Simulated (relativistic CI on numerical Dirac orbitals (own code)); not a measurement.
Ligand-field terms of d8

Computed with a parametric ligand-field model of a d^n configuration (Racah B and C, spin-orbit zeta, crystal field), exact diagonalisation.

Field parameters in Wybourne normalisation: Oh B⁴₀ = 21Dq, B⁴₄ = √(5/14) B⁴₀; Td as Oh with Dq negative (B⁴₀ = 21Dq, B⁴₄ = √(5/14) B⁴₀). The field is a parameter set, without covalency.

Lowest levels for B = 850, C = 3970, ζ = 160 cm⁻¹, Td, 10Dq = -7750 cm⁻¹?

A1 0 (S 1.00), T1 111 (S 1.00), E 331 (S 1.00), T2 339 (S 1.00), T1 6928 (S 1.00), E 6934 (S 1.00), T2 6996 (S 1.00), A2 7046 (S 1.00), T2 13717 (S 0.01) cm⁻¹, with S from ⟨S²⟩ = S(S + 1). The ground level has 3.91 electrons in the cubic e pair.

Lowest levels for B = 880, C = 4420, ζ = 550 cm⁻¹, Oh, 10Dq = 16500 cm⁻¹?

T2 0 (S 1.00), E 15243 (S 0.36), T1 16374 (S 1.00), T2 16674 (S 1.00), E 16678 (S 0.83), A2 16820 (S 1.00), A1 24064 (S 0.95), T1 24445 (S 1.00), T2 24756 (S 1.00) cm⁻¹, with S from ⟨S²⟩ = S(S + 1). The ground level has 2.00 electrons in the cubic e pair.

Lowest levels for B = 810, C = 3930, ζ = 590 cm⁻¹, Oh, 10Dq = 10850 cm⁻¹?

T2 0 (S 1.00), E 10539 (S 0.98), T1 10724 (S 1.00), T2 11067 (S 1.00), A2 11221 (S 1.00), E 14003 (S 0.14), A1 16590 (S 0.99), T1 16996 (S 1.00), T2 17552 (S 1.00) cm⁻¹, with S from ⟨S²⟩ = S(S + 1). The ground level has 2.01 electrons in the cubic e pair.

Lowest levels for B = 420, C = 1950, ζ = 3800 cm⁻¹, Oh, 10Dq = 24250 cm⁻¹?

T2 0 (S 0.99), E 6737 (S 0.14), A1 13129 (S 0.18), E 22580 (S 0.99), T1 22899 (S 0.96), T2 24798 (S 0.90), A2 27644 (S 1.00), T2 30193 (S 0.93), T1 31253 (S 0.97) cm⁻¹, with S from ⟨S²⟩ = S(S + 1). The ground level has 2.05 electrons in the cubic e pair.

Lowest levels for B = 1020, C = 5060, ζ = 550 cm⁻¹, Oh, 10Dq = 21300 cm⁻¹?

T2 0 (S 1.00), E 17868 (S 0.07), T1 21171 (S 1.00), E 21257 (S 0.98), T2 21465 (S 1.00), A2 21611 (S 1.00), A1 30200 (S 0.72), T1 30907 (S 1.00), T2 31150 (S 1.00) cm⁻¹, with S from ⟨S²⟩ = S(S + 1). The ground level has 2.00 electrons in the cubic e pair.
